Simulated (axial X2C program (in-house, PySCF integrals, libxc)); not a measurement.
# GaIn at several levels of theory

Computed with an in-house relativistic program for diatomic molecules. Spin-free means the one-electron spin-free X2C Hamiltonian; two-component (2c) means X2C with spin–orbit coupling and atomic mean-field two-electron Coulomb and Gaunt terms, so the difference of the two also holds small scalar two-electron terms. Basis: In dyall-cv3z [11s12p9d4f1g], Ga dyall-cv3z [9s9p7d4f1g] (cores contracted in-house); Gaussian nuclei, density fitting, unrestricted open shells. Masses: In 114.904 u, Ga 68.926 u.

State, spin-free: M_S = 1, Λ = 1 (beyond evenly filled blocks: σα, π+α); electrons by block: σα: 18, σβ: 17, π+α: 9, π+β: 8, π-α: 8, π-β: 8, δ+α: 3, δ+β: 3, δ-α: 3, δ-β: 3. Fragments: In + Ga.

State, 2c: Ω = 1 (⟨Sz⟩ = 0.98, ⟨Lz⟩ = 0.02 at PBE0); electrons by block: 1/2: 25, -1/2: 26, 3/2: 12, -3/2: 11, 5/2: 3, -5/2: 3. Fragments: In + Ga.

```
Hamiltonian    level  Re (Å)  ωe (cm⁻¹)  ωexe (cm⁻¹)  αe (cm⁻¹)  De (eV)  D0 (eV)  k (mdyn/Å)  μ (D)
  spin-free     PBE0   2.868      138.1        0.391   0.000205     1.31     1.30       0.484  -0.25
  spin-free       HF   2.931      137.7        0.315   0.000171    0.623    0.614       0.481  -0.30
  spin-free      MP2   2.888      145.2        0.384   0.000184     1.11     1.10       0.536    n/a
  spin-free     CCSD   2.907      140.4        0.398   0.000191     1.07     1.06         0.5    n/a
  spin-free  CCSD(T)   2.907      139.9        0.426   0.000197     1.16     1.15       0.497    n/a
  spin-free    TPSSh   2.864      136.2         0.42   0.000216     1.29     1.28       0.471  -0.27
         2c     PBE0   2.612      173.2        0.783   0.000296      n/a      n/a       0.761  -0.48
         2c    TPSSh   2.598      176.5        0.668   0.000284      n/a      n/a       0.791  -0.54
```

Correlated methods: 6 electrons correlated (number of frozen shells: In 4 s, 3 p, 2 d; Ga 3 s, 2 p, 1 d), 322 virtual spin orbitals or spinors in MP2, 90 natural virtuals in coupled cluster.

Dipoles are positive if Ga is the positive end.

De is counted from the lowest determinant-based energies of the atoms at the same level, without counterpoise correction. De is not given where an atomic determinant may have missed its ground term or J level, or where the truncated virtual space spoils (T). Density functionals use the spin component along the axis (collinear). CCSD and (T) use frozen natural virtuals with an MP2 correction for the truncation; (T) itself is uncorrected, so its De runs slightly low. Without a current term, density functionals place determinants with orbital angular momentum somewhat too high. The state is one determinant with fixed occupations, lowest in a PBE0 search at one distance only: followed along the bond, the 2c determinant Ω = 2 reaches 0.06 eV lower at PBE0, at Re = 2.872 Å, so the state shown is not the lowest. With several unpaired electrons one determinant need not be a pure state. Open-shell Ω = 0 determinants with evenly filled partner blocks cannot be reached by this program, so the Ω shown need not be the lowest component. Some points did not converge and are left out. With the outer-core shells frozen, correlated bond lengths of heavy atoms tend to come out a few hundredths of an ångström too long.

The spin-free and the 2c determinant differ in configuration, so the two halves of the table describe two states.

No reliable constants came from CCSD (2c), CCSD(T) (2c), HF (2c), MP2 (2c): no minimum in range, unconverged points, a curve that is not smooth, a change of character along it, or the two Hamiltonians disagreeing along it.

Rough cost a point (2c) on 1 thread(s) of a shared host, integrals apart: PBE0 6 s, TPSSh 4 s.

The whole task took 4.6 min on 1 thread of Arm Neoverse V1 (shared host).
